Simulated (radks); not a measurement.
The numbers below are computed, except where a source is named.
Question: The mean radii <r> (bohr) of the occupied orbitals of an atom or ion are listed with their occupations. Code: a radial shooting solver on a logarithmic mesh with Libxc functionals. Model: scalar-relativistic Kohn-Sham, SCAN, spin-polarised, spherical densities, finite nucleus; meta-GGA in the generalised Kohn-Sham scheme; Fermi nuclear charge, rms radius of each element as measured or else 0.836 A^(1/3) + 0.57 fm.

orbital  occ.      <r>
1s up       1  0.01632
1s down     1  0.01632
2s up       1  0.06866
2s down     1  0.06866
2p up       3  0.06227
2p down     3  0.06227
3s up       1   0.1750
3s down     1   0.1750
3p up       3   0.1760
3p down     3   0.1759
3d up       5   0.1588
3d down     5   0.1588
4s up       1   0.3518
4s down     1   0.3519
4p up       3   0.3629
4p down     2   0.3630

Name the element and its charge. Open shells, if any, are filled with parallel spins first.

Answer: Z = 81, thallium, charge +46: Tl46+ in [Ar] 3d10 4s2 4p5. The 1s radius gives Z: for a bare nucleus <r> = (2 gamma + 1)/(2Z) with gamma = sqrt(1 - (Z/c)^2), 0.01613 bohr for Z = 81, and screening makes it slightly larger (0.01632 here). The occupations add up to 35, and the charge is Z minus that.
